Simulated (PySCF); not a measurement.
# MH₂ across group 7

Level: PBE0, basis family def2-TZVP, scalar-relativistic core potentials from Rb on and no relativity for lighter atoms.

Each entry is the lowest minimum that a search over a few typed start shapes (and spin states, where more than one is plausible) found, or that minimum re-optimised at the stated level; isomers with ligand–ligand bonds, or fragments after loss of a ligand pair, can lie lower. Open shells are unrestricted; no spin–orbit coupling; PySCF with density fitting.

| molecule | 2S+1 | point group | mean bond to the central atom (Å) | dipole (D) | polar-tensor charge of the central atom | lowest ω (cm⁻¹) |
| --- | --- | --- | --- | --- | --- | --- |
| MnH₂ | 6 | D∞h | 1.692 | 0.00 | 0.91 | 320 |
| TcH₂ | 6 | C2v | 1.742 | 1.36 | 0.72 | 589 |
| ReH₂ | 6 | C2v | 1.751 | 0.94 | 0.61 | 556 |

The bond lengthens at every step; the largest change, 0.050 Å, falls between MnH₂ and TcH₂ among the members listed.

The 4d and 5d members differ by only 0.009 Å, the mark of the lanthanide contraction and relativistic shrinkage of 6s.

The shape changes along the series: D∞h for MnH₂; C2v for TcH₂ and ReH₂.

Spin–orbit coupling can matter for ReH₂.

Left out of the table are members whose search was unfinished or whose lowest solution was spin-contaminated, unstable, very soft or bonded differently.

Open d and f shells are single-determinant solutions and may miss the true ground state.
